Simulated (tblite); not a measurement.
Isomers of C7H12FN. Computed values, GFN2-xTB/tblite, gas phase, harmonic and unscaled. The method is semi-empirical: single wavenumbers can be off by several per cent or more. One conformer each.

Electronic energies: GFN2-xTB at the same geometries; isomer energies are rough at this level and their order can be wrong.

```tsv
SMILES	electronic energy, lowest = 0 (kJ/mol)
CN(C)[C@]12C[C@H](C1)[C@@H]2F	141.2
C=C(CC)[C@@H]1NC[C@@H]1F	124.7
C=C(CC)/C(F)=C/CN	157.3
C[C@@]1(C2CC2)N[C@H]1CF	119.7
CCC1=C(F)N(C)CC1	0.0
C=C(F)[C@@H]1C[C@@H]1N(C)C	125.9
```

Problem. How do GFN2-xTB zero-point energies change the relative energies?

Solution. 
```tsv
SMILES	ZPE (kJ/mol)	of it from modes above 1550 cm⁻¹	electronic (kJ/mol)	with ZPE, lowest = 0 (kJ/mol)	lowest mode (cm⁻¹)	rings
CCC1=C(F)N(C)CC1	467.6	224.1	0.0	0.0	41	1
C[C@@]1(C2CC2)N[C@H]1CF	466.6	220.0	119.7	118.6	51	2
C=C(CC)[C@@H]1NC[C@@H]1F	466.7	228.5	124.7	123.8	35	1
C=C(F)[C@@H]1C[C@@H]1N(C)C	460.9	227.1	125.9	119.1	45	1
CN(C)[C@]12C[C@H](C1)[C@@H]2F	469.0	215.0	141.2	142.6	41	3
C=C(CC)/C(F)=C/CN	461.9	251.2	157.3	151.6	34	0
```

The zero-point energies span 8.1 kJ/mol, from `C=C(F)[C@@H]1C[C@@H]1N(C)C` to `CN(C)[C@]12C[C@H](C1)[C@@H]2F`. The lowest isomer stays, but the order above it changes.

Problem. What do entropy and thermal enthalpy add at 298.15 K and 1 bar (rigid rotor, harmonic oscillator, one conformer each)?

Solution. 
```
                       SMILES  point group  symmetry number  S (J/(mol K))  H − H(0) (kJ/mol)  ZPE + H − H(0) − TS (kJ/mol)
             CCC1=C(F)N(C)CC1           C1                1          410.3              28.83                         374.1
      C[C@@]1(C2CC2)N[C@H]1CF           C1                1          407.7              28.06                         373.1
     C=C(CC)[C@@H]1NC[C@@H]1F           C1                1          407.9              27.94                         373.1
   C=C(F)[C@@H]1C[C@@H]1N(C)C           C1                1          409.9              29.05                         367.7
CN(C)[C@]12C[C@H](C1)[C@@H]2F           C1                1          384.9              25.88                         380.1
            C=C(CC)/C(F)=C/CN           C1                1          432.8              31.11                         364.0
```
